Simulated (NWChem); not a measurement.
# C₂H₅O, doublet; SMILES C[CH]O

```xyz
8

C     -0.2169    -1.2206    -0.0074
C      0.4929     0.0798    -0.1426
O     -0.2802     1.1777     0.1651
H      0.4050    -2.0347    -0.3947
H     -0.4710    -1.4622     1.0401
H     -1.1593    -1.2092    -0.5697
H      1.5566     0.1535     0.0908
H      0.2652     1.9749     0.0900
```
Atoms are numbered in this order, from 1.

Program: NWChem. Spin-unrestricted. Geometry: optimised at B3LYP/6-31G* (spherical d), spin-unrestricted. No stability test was run on the SCF state. Level: M06-2X/def2-SVP with COSMO at NWChem's default radii, gas-phase geometry; rows give the dielectric constant. Reactions with the solvent are ignored.

```
dielectric constant  electrostatic solvation energy (kcal/mol)  dipole in solution (D)
-------------------  -----------------------------------------  ----------------------
1.5                                                       -1.5                    1.47
2.0                                                       -2.3                    1.52
3.9                                                       -3.5                    1.61
4.8                                                       -3.8                    1.63
11.7                                                      -4.4                    1.67
```
